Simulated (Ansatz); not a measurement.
Basis sets compared for Ge(vinyl)3(pyrrolidide) (C₁₀H₁₇GeN). Charge 0, multiplicity 1. Geometry PBE-D4/def2-SVP. Ansatz on 4 threads of Arm Neoverse V1 on a shared host; times are rough, and most runs start from earlier orbitals.

```tsv
atom	x (Å)	y (Å)	z (Å)
Ge1	0.7245	0.6875	0.0019
C2	0.5679	2.2854	1.1152
C3	-0.5207	3.0769	1.0839
H4	1.4210	2.5598	1.7626
H5	-1.3812	2.8344	0.4358
H6	-0.5981	3.9964	1.6912
C7	1.5521	-0.7618	1.0307
C8	1.6225	-0.7615	2.3767
H9	1.9082	-1.6542	0.4821
H10	1.2784	0.0996	2.9780
H11	2.0266	-1.6171	2.9467
C12	1.7320	1.0134	-1.6378
C13	2.9475	0.4881	-1.8826
H14	1.2793	1.6926	-2.3835
H15	3.4487	-0.1858	-1.1652
H16	3.5073	0.7112	-2.8084
N17	-1.0255	0.2854	-0.5310
C18	-1.2306	-0.6265	-1.6570
C19	-1.4154	-2.0370	-1.0369
C20	-1.9367	-1.7512	0.3991
C21	-1.9510	-0.2003	0.4973
H22	-0.3950	-0.5688	-2.3842
H23	-2.1608	-0.3317	-2.2021
H24	-0.4421	-2.5694	-1.0029
H25	-2.1093	-2.6675	-1.6295
H26	-2.9420	-2.1820	0.5803
H27	-1.2532	-2.1786	1.1604
H28	-2.9769	0.1833	0.2757
H29	-1.6774	0.1794	1.5038
```

Binding counts from free atoms (Ge triplet, C triplet, H doublet, N quartet) in the same basis, without a counterpoise term.

```
           level  functions  energy (Eh)  HOMO (eV)  LUMO (eV)  binding per atom (eV)  wall time
 PBE-D4/def2-SVP        271   -2521.5066      -4.67      -1.52                   4.42        8 s
PBE0-D4/def2-SVP        271   -2521.6237      -5.98      -0.57                   4.35       18 s
```

(1) Estimate the rows for PBE-D4/def2-TZVP, PBE0-D4/def2-TZVP.

## Answers

(1) 
```json
{"level": "PBE-D4/def2-TZVP", "functions": "491", "energy (Eh)": "-2522.2507", "HOMO (eV)": "-4.80", "LUMO (eV)": "-1.67", "binding per atom (eV)": "4.38", "wall time": "16 s"}
{"level": "PBE0-D4/def2-TZVP", "functions": "491", "energy (Eh)": "-2522.3578", "HOMO (eV)": "-6.06", "LUMO (eV)": "-0.71", "binding per atom (eV)": "4.30", "wall time": "38 s"}
```
